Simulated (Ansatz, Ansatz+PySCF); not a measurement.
```
atom   x (Å)   y (Å)    z (Å)
   C  0.0000  0.0000  -0.6043
   C  0.0000  0.0000   3.0213
   H  0.0000  0.0000  -1.6792
   H  0.0000  0.0000   4.0963
```

Basis set: cc-pVDZ (spherical functions). Correlated methods keep 2 orbitals frozen. Charge 0, multiplicity 1.

Computed with Ansatz (development build ahead of 0.2.0); each method stands on the lowest determinant of its kind that the runs found. Restricted open shells among the atoms or ions are ROHF, correlated in semicanonical orbitals with singles. Restricted functionals stand beside restricted open-shell atoms, which can lie above the unrestricted atoms usual in DFT and then raise those values.

The atomization energy at this shape (free ground-state atoms in the same class of orbitals less the molecule, no zero-point energy) of singlet C2H2:

```csv
method,atomization energy
ωB97X (unrestricted),156.50 kcal/mol
r²SCAN (unrestricted),157.08 kcal/mol
PBE0 (unrestricted),157.43 kcal/mol
r²SCAN (restricted),115.12 kcal/mol
PBE (unrestricted),159.66 kcal/mol
PBE (restricted),132.66 kcal/mol
PBE0 (restricted),106.45 kcal/mol
RHF-MP2,120.91 kcal/mol
UHF,119.70 kcal/mol
RHF,-15.37 kcal/mol
```

What does ωB97X (restricted) give?

86.37 kcal/mol. Caution: the shape is not the minimum. Caution for ωB97X (unrestricted), r²SCAN (unrestricted), PBE0 (unrestricted), r²SCAN (restricted), PBE (unrestricted), ωB97X (restricted), PBE (restricted), PBE0 (restricted): charge can spread falsely over distant fragments. Caution for ωB97X (unrestricted), PBE0 (unrestricted), UHF: the determinant breaks the point group. Caution for ωB97X (unrestricted), r²SCAN (unrestricted), PBE0 (unrestricted), UHF: the unrestricted determinant is a mixture of spin states. Caution for r²SCAN (restricted), ωB97X (restricted), PBE (restricted), PBE0 (restricted), RHF-MP2, RHF: an unrestricted determinant lies well below. Caution for PBE (unrestricted): the unrestricted determinant is spin contaminated. Caution for RHF-MP2: large amplitudes, a single reference is doubtful.
